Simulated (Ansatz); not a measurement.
A series at Sn: from `[NH2][Sn]([NH2])([NH2])[NH2]`, ligands are replaced one by one, each step taking up HCl and setting free NH₃; n counts the steps. Ansatz, PBE0-D4/def2-TZVP geometries. Each molecule was computed in one conformer, which needn't be the lowest.

```
n                        molecule  HOMO energy, ωB97M-V/def2-TZVPP (eV)
0  `[NH2][Sn]([NH2])([NH2])[NH2]`                                 -9.26
1   `[NH2][Sn]([NH2])([NH2])[Cl]`                                -10.06
2    `[NH2][Sn]([NH2])([Cl])[Cl]`                                     ?
3     `[NH2][Sn]([Cl])([Cl])[Cl]`                                -10.93
4      `[Cl][Sn]([Cl])([Cl])[Cl]`                                -12.05
```

By hand: fit a straight line y = ȳ + b (n − n̄) to the 4 given rows and predict n = 2.

n̄ = 2.000, ȳ = -10.575; Σ(n − n̄)(y − ȳ) = -6.450, Σ(n − n̄)² = 10.000, so b = -0.645 eV a step. Prediction: -10.575 + (-0.645) × (0.000) = -10.57 eV.

By hand: compare with the computed value, -10.47 eV, and give the steps along the whole series.

The line misses by 0.10 eV (computed minus predicted). Steps: -0.80, -0.41, -0.46, -1.12 eV.

The steps differ by up to 0.71 eV without a steady trend. The highest orbital can change its character along such a series. The miss is 3.6 % of the series' range.
